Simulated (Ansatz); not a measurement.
```yaml
crystal:
  periodic: [false, false, false]
  atoms:
    - {symbol: C, position_ang: [-3.182660, 1.463609, 2.471626]}
    - {symbol: Hf, position_ang: [-0.204547, 0.084539, -1.173226]}
    - {symbol: C, position_ang: [3.790552, -1.717660, 1.028564]}
    - {symbol: O, position_ang: [-2.076580, -3.061810, -3.283425]}
    - {symbol: O, position_ang: [0.927175, 3.539076, -3.327372]}
    - {symbol: H, position_ang: [-2.118355, 3.118074, 3.869415]}
    - {symbol: H, position_ang: [-5.257221, 2.417088, 1.697234]}
    - {symbol: H, position_ang: [-3.745108, -0.414355, 3.878988]}
    - {symbol: H, position_ang: [4.827105, -0.046319, 2.427320]}
    - {symbol: H, position_ang: [3.221365, -3.588302, 2.442687]}
    - {symbol: H, position_ang: [5.468965, -2.485209, -0.522898]}
    - {symbol: H, position_ang: [-2.941913, -4.306111, -4.725973]}
    - {symbol: H, position_ang: [1.291245, 4.997379, -4.782963]}
basis:
  gaussian: {orbitals: def2-TZVP, final_grid: {core_spheres: 5, valence_spheres: 4, degree: 11}}
hamiltonian: {xc: {name: RPBE}}
output: {forces: true}
```

```sh
$ ansatz run in.yaml --threads 8 --pin off --events-out ev --progress --plain --max-ram 18278MiB
```

Shortened log:

```
Functional definition: RPBE
1359 factors; their error is unknown
mean field evaluation 1: about -7491.6720 eV, gradient 1.3e2 eV
mean field evaluation 2: about -5693.6847 eV, gradient 5.3e2 eV
mean field evaluation 4: about -6952.1424 eV, gradient 2.9e2 eV
mean field evaluation 8: about -7558.8348 eV, gradient 9.2e0 eV
mean field evaluation 16: about -7557.6711 eV, gradient 2.7e1 eV
mean field evaluation 32: about -7560.7155 eV, gradient 1.1e-4 eV
mean field -7560.71551329 eV, -277.8511702764 hartree, gradient 3.8e-6 eV, S^2 0.000000; 16 other end points of the search recorded, 0 dependent functions left out
reference -7560.71559457 eV, -277.8511732632 hartree; 24, 24 occupied and 188, 188 virtual orbitals, 1359 factors
Total energy: -7560.71559457 eV, -277.8511732632 hartree
Atom 0 at    -3.182660     1.463609     2.471626 Å, force    -1.118439     0.507875     1.426661 eV/Å
Atom 1 at    -0.204547     0.084539    -1.173226 Å, force    -0.058708     0.024178    -0.337684 eV/Å
Atom 2 at     3.790552    -1.717660     1.028564 Å, force     1.519765    -0.673613     0.882868 eV/Å
Atom 3 at    -2.076580    -3.061810    -3.283425 Å, force    -0.997923    -1.411361    -1.629801 eV/Å
Atom 4 at     0.927175     3.539076    -3.327372 Å, force     0.430775     1.654125    -1.650646 eV/Å
Atom 5 at    -2.118355     3.118074     3.869415 Å, force    -0.807174    -1.261046    -1.049446 eV/Å
Atom 6 at    -5.257221     2.417088     1.697234 Å, force     1.574916    -0.723479     0.581559 eV/Å
Atom 7 at    -3.745108    -0.414355     3.878988 Å, force     0.430261     1.432259    -1.056103 eV/Å
Atom 8 at     4.827105    -0.046319     2.427320 Å, force    -0.785800    -1.277391    -1.050173 eV/Å
Atom 9 at     3.221365    -3.588302     2.442687 Å, force     0.435286     1.423572    -1.061916 eV/Å
Atom 10 at     5.468965    -2.485209    -0.522898 Å, force    -1.275696     0.583147     1.171519 eV/Å
Atom 11 at    -2.941913    -4.306111    -4.725973 Å, force     1.172804     1.704495     1.876031 eV/Å
Atom 12 at     1.291245     4.997379    -4.782963 Å, force    -0.520065    -1.982761     1.897132 eV/Å
Dipole moment:    -0.067446     0.028419    -0.388439 e Å
```

In this input the geometry is stretched to more than twice its size. The run converged. The result belongs to that input, not to the molecule as meant.
